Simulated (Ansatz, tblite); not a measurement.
Forces on Zn3O3 at its r2SCAN-D4/def2-SVP geometry. Charge 0, multiplicity 1.

The xTB rows come from tblite. The restricted singlet is unstable towards broken spin symmetry in Hartree–Fock (as tested in another run); at PBE-D4/def2-TZVP this wasn't settled. At PBE-D4/def2-TZVP an occupied level lies above an empty one. Another isomer (singlet) lies 3.91 eV lower at PBE0-D4/def2-TZVP; other spin states weren't run for this one.

GFN1-xTB (tblite), largest force 1.04 eV/Å:

```xyz
6
positions Å, forces eV/Å
Zn    2.656    2.223    1.474   -0.260    0.111   -0.171
Zn   -1.499   -1.662   -0.538   -0.819   -0.558    0.214
Zn    0.578    0.645   -0.262   -0.459   -0.750   -0.550
O     1.211    2.135    0.429    0.543    0.188    0.394
O    -2.867   -2.586   -0.039    0.486    0.303   -0.170
O    -0.079   -0.755   -1.065    0.508    0.707    0.283
```

GFN2-xTB (tblite), largest force 1.00 eV/Å:

```
Zn -0.347 0.219 -0.197
Zn -0.835 -0.514 0.203
Zn -0.375 -0.539 -0.606
O 0.597 -0.233 0.346
O 0.685 0.361 -0.270
O 0.276 0.708 0.524
```

PBE-D4/def2-TZVP (Ansatz), largest force 0.67 eV/Å:

```
Zn 0.531 0.086 0.399
Zn -0.120 -0.049 0.075
Zn -0.077 -0.093 -0.035
O -0.284 0.356 -0.165
O -0.282 -0.206 0.085
O 0.232 -0.093 -0.360
```
